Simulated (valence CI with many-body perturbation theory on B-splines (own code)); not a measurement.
In18+ in brief

Computed by relativistic CI+MBPT: three valence electrons over a frozen Dirac-Fock core [Ar] 3d10, a basis of 9 s, 9 p, 8 d, 6 f, 3 g, 1 h functions for each j, with the one-electron correlation potential Σ1 (screened to all orders), the two-electron term Σ2, the three-electron term Σ3, Breit, model QED; selected single and double excitations, second order for the rest, scaled by the run's own slope (own B-spline code, finite nucleus).

No measured spectrum was set against this ion. As an estimate, levels hold to about 250 cm⁻¹ or 0.2 % of their energy and the worst to 1 %, as in measured heavy ions of charge 2 to 7; those with d or f electrons hold less well.

Names give the largest LS component (configuration and term), which can be under half, so a name can repeat, a term be missing and a line seem to break the LS rules; names also repeat where a configuration has a term twice.

Rates and lifetimes use the calculated energies. Strong lines usually hold to 10 to 20 %, long lifetimes can be off by a factor of two.

Question: What is the ground level?

Answer: 4s²4p ²P°_1/2, composition 99 % 4s²4p ²P°, g = 0.664.

Question: Among levels below 136.36 eV, which E1 lines absorb most strongly from the ground level?

Answer: to 4s²4d ²D_3/2 at 14.80 nm, f = 0.879; to 4s4p² ²P_1/2 at 21.39 nm, f = 0.456; to 4s4p² ²D_3/2 at 23.09 nm, f = 0.288.

Question: What is the ionisation energy?

Answer: 493.66 eV; NIST lists 497.1 ± 0.3 eV (semi-empirical).

Question: How well does LS coupling describe the low levels?

Answer: Among the lowest 20 levels the leading LS term, summed over configurations, holds 83 % on average. For single configurations the figures are 79 % in LS and 84 % in jj coupling. Terms mix most in the J = 3/2 level at 96.24 eV, where the leading one holds 34 %.

Question: Name the longest-lived excited levels whose lifetime is computed, and their main decay.

Answer: 4s²4p ²P°_3/2 at 9.70 eV lives 231 μs, mostly by M1 to 4s²4p ²P°_1/2. The lifetime of 4s4p4d ⁴F°_9/2 is too uncertain to give, and may be longer.

Question: How is the term ²P° of the ground level split?

Answer: J = 1/2 at 0.00, J = 3/2 at 9.70 eV.

Question: Where does the other parity begin?

Answer: At 4s4p² ⁴P_1/2, 38.67 eV.
